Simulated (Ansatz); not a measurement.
Born–Oppenheimer molecular dynamics of Cl₄Zr (5 atoms, charge 0, multiplicity 1). It starts from a relaxed structure.

All numbers below come from RKS PBE-D4/def2-SVP in Ansatz 0.2.0.

```
ensemble                      : NVE (velocity Verlet)
time step                     : 1 fs
steps asked                   : 250
starting velocities drawn for : 400 K
seed                          : 968029
```

Frames 20 fs apart, positions in Å, forces in eV/Å.

Velocities at 0.0 fs (Å/ps):

```
Zr -0.93 0.62 0.09
Cl -0.63 -0.28 -3.63
Cl 7.15 0.24 -0.03
Cl -1.48 -1.02 1.80
Cl -2.65 -0.52 1.62
```

```xyz
5
Properties=species:S:1:pos:R:3:forces:R:3 time_fs=0.0 energy_less_start_eV=0.000 T=400
Zr 0.001 0.000 0.001 0.00 0.00 0.00
Cl 0.000 0.000 2.335 0.00 0.00 -0.02
Cl 2.202 0.000 -0.778 -0.02 0.00 0.01
Cl -1.100 1.906 -0.778 0.01 -0.02 0.01
Cl -1.100 -1.906 -0.778 0.01 0.02 0.01
5
Properties=species:S:1:pos:R:3:forces:R:3 time_fs=20.0 energy_less_start_eV=0.095 T=156
Zr -0.006 0.008 -0.008 1.19 -0.47 -1.02
Cl -0.013 -0.005 2.279 -0.02 0.02 0.68
Cl 2.314 0.005 -0.768 -1.21 0.01 0.36
Cl -1.133 1.891 -0.744 -0.11 0.22 -0.09
Cl -1.149 -1.911 -0.743 0.15 0.23 0.07
5
Properties=species:S:1:pos:R:3:forces:R:3 time_fs=40.0 energy_less_start_eV=0.040 T=296
Zr 0.030 -0.001 -0.051 0.19 0.00 0.12
Cl -0.028 -0.009 2.280 0.05 0.01 -0.08
Cl 2.310 0.011 -0.725 -0.54 -0.01 0.06
Cl -1.173 1.893 -0.717 0.15 -0.09 -0.04
Cl -1.184 -1.893 -0.703 0.16 0.09 -0.06
5
Properties=species:S:1:pos:R:3:forces:R:3 time_fs=60.0 energy_less_start_eV=0.132 T=59
Zr 0.070 -0.009 -0.089 -1.74 0.44 1.28
Cl -0.037 -0.012 2.276 0.14 0.00 -0.53
Cl 2.260 0.015 -0.679 1.18 -0.02 -0.47
Cl -1.198 1.887 -0.696 0.34 -0.24 -0.06
Cl -1.202 -1.867 -0.670 0.09 -0.19 -0.21
5
Properties=species:S:1:pos:R:3:forces:R:3 time_fs=80.0 energy_less_start_eV=0.076 T=204
Zr 0.051 -0.002 -0.081 -0.20 0.03 0.33
Cl -0.033 -0.014 2.227 0.07 0.02 0.29
Cl 2.308 0.018 -0.675 0.14 -0.02 -0.19
Cl -1.192 1.862 -0.683 -0.01 0.25 -0.20
Cl -1.211 -1.860 -0.659 0.00 -0.27 -0.23
5
Properties=species:S:1:pos:R:3:forces:R:3 time_fs=100.0 energy_less_start_eV=0.136 T=49
Zr 0.022 0.005 -0.060 1.15 -0.47 -0.77
Cl -0.022 -0.014 2.210 0.00 0.02 0.94
Cl 2.372 0.019 -0.692 -1.09 -0.01 0.16
Cl -1.185 1.861 -0.690 -0.18 0.45 -0.22
Cl -1.218 -1.879 -0.672 0.11 0.01 -0.11
5
Properties=species:S:1:pos:R:3:forces:R:3 time_fs=120.0 energy_less_start_eV=0.064 T=234
Zr 0.033 -0.003 -0.063 0.08 0.02 0.18
Cl -0.010 -0.012 2.275 0.03 0.01 -0.21
Cl 2.332 0.018 -0.696 -0.66 -0.02 0.05
Cl -1.190 1.899 -0.718 0.27 -0.25 0.01
Cl -1.212 -1.898 -0.696 0.28 0.24 -0.02
5
Properties=species:S:1:pos:R:3:forces:R:3 time_fs=140.0 energy_less_start_eV=0.089 T=171
Zr 0.044 -0.011 -0.059 -1.50 0.43 1.08
Cl 0.006 -0.008 2.324 0.05 0.00 -0.74
Cl 2.233 0.016 -0.698 0.85 -0.02 -0.37
Cl -1.171 1.915 -0.747 0.41 -0.47 0.09
Cl -1.178 -1.895 -0.725 0.19 0.07 -0.06
5
Properties=species:S:1:pos:R:3:forces:R:3 time_fs=160.0 energy_less_start_eV=0.012 T=370
Zr 0.005 -0.003 -0.016 -0.12 0.06 0.19
Cl 0.025 -0.005 2.307 -0.02 0.00 0.18
Cl 2.204 0.011 -0.734 0.33 -0.01 -0.17
Cl -1.113 1.888 -0.768 -0.09 0.19 -0.09
Cl -1.125 -1.886 -0.760 -0.10 -0.24 -0.11
5
Properties=species:S:1:pos:R:3:forces:R:3 time_fs=180.0 energy_less_start_eV=0.078 T=199
Zr -0.041 0.006 0.033 1.29 -0.50 -1.09
Cl 0.044 -0.001 2.309 -0.05 0.01 0.99
Cl 2.207 0.004 -0.787 -0.71 0.01 0.28
Cl -1.063 1.880 -0.799 -0.39 0.60 -0.19
Cl -1.079 -1.899 -0.805 -0.13 -0.12 0.01
5
Properties=species:S:1:pos:R:3:forces:R:3 time_fs=200.0 energy_less_start_eV=0.033 T=315
Zr -0.041 -0.001 0.044 0.34 0.02 -0.27
Cl 0.056 0.004 2.397 -0.08 -0.01 -0.27
Cl 2.147 -0.001 -0.814 -0.29 0.00 0.19
Cl -1.047 1.925 -0.844 0.02 -0.20 0.17
Cl -1.047 -1.924 -0.850 0.01 0.18 0.17
5
Properties=species:S:1:pos:R:3:forces:R:3 time_fs=220.0 energy_less_start_eV=0.129 T=67
Zr -0.029 -0.009 0.045 -1.11 0.43 0.72
Cl 0.061 0.008 2.462 -0.06 -0.03 -1.02
Cl 2.065 -0.007 -0.825 0.94 0.00 -0.26
Cl -1.032 1.953 -0.873 0.22 -0.62 0.36
Cl -1.015 -1.932 -0.876 0.02 0.22 0.20
```

Of the whole run (250 fs, mean temperature of the second half 223 K): The conserved energy stayed within 0.028 meV per atom of its start (net change 0.011 meV per atom), so the integration is sound. Over the second half the temperature averaged 0.56 of the 400 K drawn at the start: a run that starts near a minimum puts about half its kinetic energy into the potential. A run of 0.25 ps of so small a system gives no equilibrium averages.

Time of the run: 9.1 min on 2 threads of Arm Neoverse V2, with other jobs on the host, peak memory 0.15 GiB.
